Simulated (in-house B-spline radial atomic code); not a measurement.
Os³⁺. Computed with a B-spline radial atomic code. Model: all-electron spherical atom, spin shells full or empty, radial basis limit, no spin-orbit coupling, Breit or QED, empty-state partial waves extrapolated as (l+1/2)^-4, RPA, G0W0 and static COHSEX of the highest shell as one setting changes (uncorrelated shells keep exact exchange).

Without the two-electron picture change, core correlation of heavy ions comes too large.

Given: element Os; charge 3; filled core Xe; hamiltonian one-electron scalar X2C; mean-field start PBE; highest l of empty states 9; nuclear rms radius 5.4126 fm; highest mean-field shell 5d up.

Shell: 4f 7 7, 5d 5 0 (electrons up and down).

```
lowest nl shells left uncorrelated  RPA correlation energy (hartree)  G0W0 level (eV)  G0W0 minus most complete (meV)  COHSEX level (eV)  linearised minus solved G0W0 (meV)
                                 0                           -6.6045          -43.536                               0            -46.071                               373.7
                                 1                           -6.3764          -43.536                               0            -46.071                               373.7
                                 2                            -6.165          -43.535                             0.5            -46.071                               373.8
                                 3                                 ?                ?                               ?                  ?                                   ?
                                 4                           -5.3554          -43.534                             2.1            -46.072                               374.1
                                 5                           -4.7439          -43.531                             4.8            -46.071                               374.4
                                 6                            -3.736          -43.523                            13.1            -46.049                               375.7
                                 7                           -3.5438          -43.524                            11.4             -46.05                               375.5
                                 8                           -2.9678          -43.533                             2.5             -46.06                                 374
                                 9                           -1.9809          -43.597                           -60.9            -46.185                               362.9
                                10                                 ?                ?                               ?                  ?                                   ?
                                11                          -0.49644          -43.461                            74.6            -45.648                               400.6
```

What follows for lowest nl shells left uncorrelated = 3?

RPA correlation energy -5.5543 hartree; G0W0 level -43.534 eV; G0W0 minus most complete 1.4 meV; COHSEX level -46.073 eV; linearised minus solved G0W0 373.9 meV.

What follows for lowest nl shells left uncorrelated = 10?

RPA correlation energy -1.7812 hartree; G0W0 level -43.61 eV; G0W0 minus most complete -74.2 meV; COHSEX level -46.153 eV; linearised minus solved G0W0 370.3 meV.
